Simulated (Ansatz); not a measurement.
Z-matrix (Å, degrees):
```
C
O 1 1.414
H 1 1.091 2 111.6
H 1 1.090 2 108.1 3 120.8
H 1 1.091 2 108.6 3 -120.9
B 2 1.330 1 126.9 3 7.7
Br 6 1.931 2 124.2 1 -0.4
F 6 1.318 2 118.6 1 179.7
```

The species carries charge 0 and has multiplicity 1.

Question: List the CAM-B3LYP/def2-TZVPP orbital energies in eV (Ansatz). (An estimate is asked.)

Answer: Ansatz gave: Occupied: -13141.09, -1702.58, -1534.33, -1534.28, -1534.27, -674.07, -523.71, -280.69, -238.67, -188.89, -179.58, -179.41, -179.37, -73.93, -73.88, -73.85, -73.71, -73.71, -35.64, -31.38, -23.79, -22.03, -17.59, -16.62, -15.60, -15.52, -14.56, -14.14, -12.66, -11.31, -11.25, -10.16, -10.02. Lowest empty: 1.47, 1.51, 2.47, 3.13, 3.43, 3.79, 4.04, 4.53.
